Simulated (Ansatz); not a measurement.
Stepwise reaction of `C[S][SnH2][S]C` with hydrogen chloride, as a gas-phase model of exchange steps in deposition or etching. ΔE in kJ/mol.

Computed with Ansatz on PBE0-D4/def2-TZVP structures; ΔE is electronic, products minus reactants. CCSD(T)/CBS is the MP2 limit (def2-TZVPP, def2-QZVPP) plus CCSD(T) − MP2 in def2-TZVPP, frozen cores. This one scheme is used for every species. Functionals use def2-TZVPP. B3LYP here is the variant with VWN-RPA as its local correlation; programs differ in this. Elements past krypton have def2 core potentials. For Sn outer-core shells are correlated without core-valence functions, which leaves a few kJ/mol of doubt a bond. Each species was taken in one conformer, which may not be the lowest.

| step | reaction | PBE-D4 | B3LYP-D4 | ωB97M-V | CCSD(T)/CBS |
| --- | --- | --- | --- | --- | --- |
| 2 | `C[S][SnH2][Cl]` + HCl → `[Cl][SnH2][Cl]` + CH₃SH | -22.0 | -26.9 | -29.0 | -24.0 |

Question: Give the row of step 1, `C[S][SnH2][S]C` + HCl → `C[S][SnH2][Cl]` + CH₃SH. (Best estimate.)

Answer: Ansatz gave: 
| step | reaction | PBE-D4 | B3LYP-D4 | ωB97M-V | CCSD(T)/CBS |
| --- | --- | --- | --- | --- | --- |
| 1 | `C[S][SnH2][S]C` + HCl → `C[S][SnH2][Cl]` + CH₃SH | -31.3 | -36.8 | -38.6 | -32.7 |

Question: By hand: ΔE of the 2 steps together at CCSD(T)/CBS.

Answer: (-32.7) + (-24.0) = -56.7 kJ/mol, or -28.4 kJ/mol a step.

In ΔE each step is higher than the one before. All are downhill at CCSD(T)/CBS. PBE-D4 differs from CCSD(T)/CBS by 1.4 to 2.0 kJ/mol a step. Isolated molecules leave out the surface, adducts and barriers. Largest T1 diagnostic: 0.012.
